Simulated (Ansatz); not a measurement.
Two isomers of C2H6OSn: A = `C[CH2][Sn][OH]`, B = `C[C](=O)[SnH3]`.

Calculated with Ansatz (gas phase, PBE0-D4/def2-TZVP geometries, no zero-point term in ΔE). CBS: MP2 limit from def2 TZ/QZ plus the TZ coupled-cluster correction, frozen cores. DFT in def2-TZVPP. B3LYP here is the variant with VWN-RPA as its local correlation; programs differ in this. def2 core potentials past Kr. For Sn outer-core shells are correlated without core-valence functions, which leaves a few kJ/mol of doubt a bond. One conformer a species, not always the lowest.

Which is lower in electronic energy at CCSD(T)/CBS, and by how much? (Estimate.)

Computed: A, by 181.5 kJ/mol.

Give E(B) − E(A) in kJ/mol with B2PLYP, ωB97M-V, MP2/def2-TZVPP, B3LYP, B3LYP-D4, CCSD/def2-TZVPP, PBE0-D4. (Estimate.)

Computed: B2PLYP 175.1, ωB97M-V 166.8, MP2/def2-TZVPP 186.5, B3LYP 170.6, B3LYP-D4 173.6, CCSD/def2-TZVPP 165.7, PBE0-D4 167.7. None reverses the order clearly.

Largest T1 diagnostic: 0.016.

The D4 term adds +3.1 kJ/mol with B3LYP and +1.5 kJ/mol with PBE0; it sums over pairs of atoms, weighted by their polarisabilities, and B3LYP, whose exchange is more repulsive, gets the larger term. In def2-TZVPP, CCSD(T) changes the Hartree–Fock value by +19.7 kJ/mol (the triples alone add −2.0 kJ/mol) and MP2 by +42.5 kJ/mol.
